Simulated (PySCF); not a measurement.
C₃H₄F₂O. Atoms are numbered in the order given.

```xyz
10

C      1.7207     0.1838    -0.1252
C      0.4357     0.2152     0.6578
O      0.3413     0.4890     1.8292
C     -0.8333    -0.1363    -0.1395
F     -0.9633     0.7302    -1.1783
F     -0.7053    -1.3875    -0.6541
H      2.5644     0.4399     0.5273
H      1.8601    -0.8178    -0.5622
H      1.6546     0.8923    -0.9663
H     -1.7297    -0.0872     0.5004
```
Charge 0, spin multiplicity 1.

Geometry optimised at B3LYP-D3(BJ)/def2-SVP. Other conformers were not sampled.

The numbers are results of PBE/pcSseg-1 in PySCF, not measurements.

GIAO shieldings, no solvent; atoms alike by connectivity are averaged. δ = σ(ref) − σ: ¹³C against TMS (σ = 182.0 ppm); ¹⁷O against H2O (σ = 334.3 ppm); ¹⁹F against CFCl3 (σ = 133.6 ppm); ¹H against TMS (σ = 31.49 ppm), references at their B3LYP-D3(BJ)/def2-TZVP geometries, non-relativistic.

| nucleus | atoms | count | δ (ppm) |
|---|---|---|---|
| ¹³C | C2 | 1 | 206.9 |
| ¹³C | C4 | 1 | 123.4 |
| ¹³C | C1 | 1 | 25.8 |
| ¹⁷O | O3 | 1 | 691.8 |
| ¹⁹F | F5, F6 | 2 | -156.6 |
| ¹H | H10 | 1 | 5.74 |
| ¹H | H7, H8, H9 | 3 | 2.66 |
